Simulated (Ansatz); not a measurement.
Ansatz (an electronic-structure program) input for C3H6BNO, SMILES CC#CB(N)O, CAM-B3LYP/def2-TZVPD. Geometry optimised at ωB97X-D3(BJ)/def2-SVP. This is a generated structure with no PubChem entry under its InChIKey; it may be hypothetical. One conformer was computed; it need not be the lowest.

Ansatz 0.2 input:
```yaml
crystal:
  periodic: [false, false, false]
  atoms:
    - {symbol: C, position_ang: [3.02099126, 0.04984063, 0.36909825]}
    - {symbol: C, position_ang: [1.56637211, 0.02629181, 0.19241768]}
    - {symbol: C, position_ang: [0.35944319, 0.00141863, 0.04729436]}
    - {symbol: B, position_ang: [-1.18439808, -0.00727294, -0.15155057]}
    - {symbol: N, position_ang: [-1.96220299, -1.06832323, 0.34749611]}
    - {symbol: O, position_ang: [-1.81619378, 1.01863420, -0.81693153]}
    - {symbol: H, position_ang: [3.41747858, 1.06988626, 0.24745658]}
    - {symbol: H, position_ang: [3.51262860, -0.59829656, -0.37325514]}
    - {symbol: H, position_ang: [3.29969281, -0.30934255, 1.37204268]}
    - {symbol: H, position_ang: [-2.96698775, -1.09643937, 0.23077976]}
    - {symbol: H, position_ang: [-1.56507265, -1.85243599, 0.84449196]}
    - {symbol: H, position_ang: [-1.19161725, 1.68687534, -1.11364530]}
basis:
  gaussian:
    orbitals: def2-TZVPD
hamiltonian:
  xc: {name: CAM-B3LYP}
```

It prints:

```
WARN ansatz: RAYON_NUM_THREADS=2 ignored (pool sized by the plan → 2); use --threads N
Functional definition: CAM-B3LYP
integrals: 0.26 GiB planned
1356 factors; their error is unknown
integrals: 0.29 GiB planned
576 factors; integrals over basis functions are off by at most 1.4e-5 eV
mean field: 2.37 GiB planned
mean field evaluation 1: about -7412.1041 eV, gradient 7.7e1 eV
mean field evaluation 2: about -7411.4186 eV, gradient 8.1e1 eV
mean field evaluation 4: about -7423.1462 eV, gradient 2.9e0 eV
mean field evaluation 8: about -7423.1656 eV, gradient 1.6e-1 eV
mean field evaluation 16: about -7423.1599 eV, gradient 1.6e-4 eV
mean field -7423.15989483 eV, -272.7960945366 hartree, gradient 5.1e-5 eV, S^2 0.000000; 0 other end points of the search recorded, 0 dependent functions left out
reference -7423.16005090 eV, -272.7961002719 hartree; 22, 22 occupied and 257, 257 virtual orbitals, 1356 factors
Total energy: -7423.16005090 eV, -272.7961002719 hartree
```

Self-consistency was reached.

Cost: around 12 core-seconds (rough).
